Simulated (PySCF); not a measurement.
**Ionisation energy of V⁺ by level of theory**

V⁺ [Ar] 3d4 (5D) → V²⁺ [Ar] 3d3 (4F), as a difference of total energies. All numbers are calculated (PySCF 2.14, the non-relativistic Hamiltonian (point nucleus), in def2-SVP (5s3p2d1f, 31 functions)). Correlated levels: valence: [Ar] frozen. The calculations carry no spin-orbit coupling.

| method | ionisation energy (eV) |
| --- | --- |
| UHF | 13.074 |
| B3LYP | 14.836 |
| BP86 | 15.116 |
| MP2 (valence) | 13.633 |
| SCS-MP2 (valence) | 13.260 |

Q: How much does correlation contribute at MP2 (valence)?

A: 13.633 − (13.074) = 0.559 eV, measured against UHF.

These non-relativistic numbers lack the scalar-relativistic shift.

The reference lies between the lowest fine-structure levels, while these numbers refer to the centres of the terms.

Errors of the correlated levels include the incompleteness of this basis and the frozen core.

For comparison: 14.634 ± 0.007 eV (measured; NIST Atomic Spectra Database, ionization energies).
